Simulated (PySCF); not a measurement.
Se(Br)(OMe) (CH3BrOSe), SMILES O([Se]Br)C.

Coordinates come from a PBE0-D3(BJ)/def2-SVP optimisation. This is a generated structure with no PubChem entry under its InChIKey; it may be hypothetical. Other conformers were not sampled.

Two levels are set side by side: TDA-PBE/def2-SVPD (PySCF) and TDA-M06-2X/def2-SVPD (PySCF). Vertical, same geometry. The lowest singlet is HOMO→LUMO 99 % with PBE and HOMO→LUMO 97 % with the other functional; states are paired by order. Differences are taken from unrounded values.

```json
[
 {"quantity": "lowest singlet excitation (eV)", "TDA-M06-2X": "2.71", "TDA-PBE": "2.58", "TDA-PBE minus TDA-M06-2X": "-0.13"},
 {"quantity": "lowest triplet excitation (TDA) (eV)", "TDA-M06-2X": "2.07", "TDA-PBE": "1.91", "TDA-PBE minus TDA-M06-2X": "-0.16"}
]
```

Functionals without exact exchange tend to place singlet excitations lower, as here. Differences between two approximate levels are no errors against the true value.

Rough cost on one machine, each run with all the roots and properties that it gave: TDA-M06-2X against TDA-PBE about 8 times.
